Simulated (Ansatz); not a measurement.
Cost and result for the atomization energy of AlBGeH$_{4}$ (`[BH]1[AlH][GeH2]1`) (7 atoms, 7 bonds).

Total charge 0; spin multiplicity 1. Correlated methods include outer-core shells of Ge, which these sets cover unevenly. Scalar relativity is left out up to krypton. All single points use the PBE0-D4/def2-TZVP geometry. Program: Ansatz. All runs use 2 threads of an Arm Neoverse V2 on a shared host. Times are those of one run each, without the atoms' runs, and a repeat can differ threefold. Electronic energies, without spin–orbit coupling; frozen cores. CCSD(T)/CBS adds CCSD(T) − MP2 in def2-TZVPP to the MP2 limit, and its time is that of the two runs behind it. T1 = 0.014. With those shells the extrapolation isn't a true limit. HSE06 is the plane-wave form, built on full-range PBE exchange.

CCSD(T)/CBS is a level of theory with its own doubt, some kJ/mol a heavy atom from the limit and from the frozen cores, so smaller differences don't rank the functionals.

| level | functions | wall time | atomization (kcal/mol) | difference from CCSD(T)/CBS | per bond |
| --- | --- | --- | --- | --- | --- |
| LDA (SPW92)/def2-TZVPP | 177 | 1.2 s | 498.0 | 61.1 | 8.7 |
| CCSD(T)/def2-SVP | 84 | 2.1 s | 408.2 | -28.7 | -4.1 |
| BHLYP-D4/def2-TZVPP | 177 | 2.8 s | 422.4 | -14.5 | -2.1 |
| HSE06-D4/def2-TZVPP | 177 | 2.9 s | 434.5 | -2.4 | -0.3 |
| PBE0-D4/def2-TZVPP | 177 | 3.1 s | 434.3 | -2.6 | -0.4 |
| CAM-B3LYP-D4/def2-TZVPP | 177 | 3.2 s | 430.4 | -6.5 | -0.9 |
| PBE-QIDH/def2-TZVPP | 177 | 4.8 s | 433.9 | -3.0 | -0.4 |
| r2SCAN-D4/def2-TZVPP (with forces) | 177 | 5.5 s | 443.3 | 6.4 | 0.9 |
| r2SCANh-D4/def2-TZVPP | 177 | 5.5 s | 440.6 | 3.7 | 0.5 |
| ωB97X-V/def2-TZVPP | 177 | 7.5 s | 434.9 | -2.0 | -0.3 |
| MP2/def2-QZVPP | 336 | 15 s | 433.9 | -3.0 | -0.4 |
| CCSD(T)/def2-TZVPP | 177 | 31 s | 426.3 | -10.6 | -1.5 |
| CCSD(T)/CBS(def2) | – | 46 s | 436.9 | 0.0 | 0.0 |

From BLYP to BHLYP (50 % exact exchange), in def2-TZVPP and without D4, the atomization energy moves by −2.9 kcal/mol: exact exchange takes away binding that semilocal exchange gives to molecules. At CCSD(T), def2-SVP lies −28.6 kcal/mol from the extrapolated value and def2-TZVPP −10.5 kcal/mol: correlation converges slowly with the basis, and small sets miss more of it in the bonded molecule than in its fragments. In def2-TZVPP, CCSD(T) changes the Hartree–Fock value by +116.7 kcal/mol (the triples alone add +9.0 kcal/mol) and MP2 by +118.2 kcal/mol; breaking electron pairs costs correlation energy, which Hartree–Fock lacks.
